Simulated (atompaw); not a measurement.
## Reading a pseudo-wave (lithium)

Columns: radius, all-electron u(r) and pseudo u(r) of the 2p shell (level -1.54 eV) of lithium in the configuration 1s2 2s0 2p1; PBEsol, scalar-relativistic, PAW (atompaw) scheme, atompaw 4.2.0.5.

```csv
r (bohr),all-electron,pseudo
0.115,0.0055,0.0020
0.231,0.0188,0.0079
0.346,0.0367,0.0176
0.462,0.0574,0.0308
0.577,0.0792,0.0470
0.692,0.1017,0.0659
0.808,0.1243,0.0871
0.923,0.1465,0.1098
1.038,0.1680,0.1335
1.154,0.1891,0.1579
1.269,0.2091,0.1822
1.385,0.2284,0.2062
1.500,0.2466,0.2292
1.615,0.2639,0.2511
1.731,0.2803,0.2718
1.846,0.2956,0.2908
1.962,0.3103,0.3083
2.077,0.3243,0.3242
2.192,0.3378,0.3385
2.308,0.3505,0.3515
2.423,0.3623,0.3632
2.538,0.3731,0.3738
2.654,0.3831,0.3834
2.769,0.3920,0.3921
2.885,0.4000,0.4000
3.000,0.4070,0.4070
```

(1) How many radial nodes do the two functions have?

(2) Is the pseudo-wave norm-conserving?

## Answers

(1) The all-electron 2p function has n − l − 1 = 0; the pseudo-wave has 0.

(2) No, it belongs to a PAW set: the norm inside the radius is not constrained, and the difference is carried by the augmentation charge.
